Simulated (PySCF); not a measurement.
**A small calculation by hand: chemical shift, span and skew from a shielding tensor**

GaHF₂, SMILES [GaH]([F])[F]. Atoms are numbered in the order given.

```xyz
4

Ga     0.0000     0.0000    -0.3203
H      0.0000     0.0000    -1.8535
F      0.0000    -1.4470     0.6546
F      0.0000     1.4470     0.6546
```
Charge 0, spin multiplicity 1.

Coordinates come from a ωB97X-D3(BJ)/def2-TZVP optimisation.

GIAO shieldings from PBE0/pcSseg-2 in PySCF, non-relativistic, no solvent. The symmetric part of the tensor of F3 has the principal values 193.7, 361.7, 417.9 ppm. The same nucleus in CFCl3 has σ = 165.8 ppm at this level (PySCF, at its B3LYP-D3(BJ)/def2-TZVP geometry).

Work out the isotropic shielding, the ¹⁹F shift against CFCl3, the span and the skew.


σ(iso) = (σ11 + σ22 + σ33)/3 = 324.4 ppm. δ = σ(ref) − σ(iso) = 165.8 − (324.4) = -158.6 ppm.
Span Ω = σ33 − σ11 = 224.2 ppm. Skew κ = 3(σ(iso) − σ22)/Ω = -0.50. Tumbling in solution averages the tensor to δ; in a static solid the shielding alone would spread this spin-1/2 line over Ω.
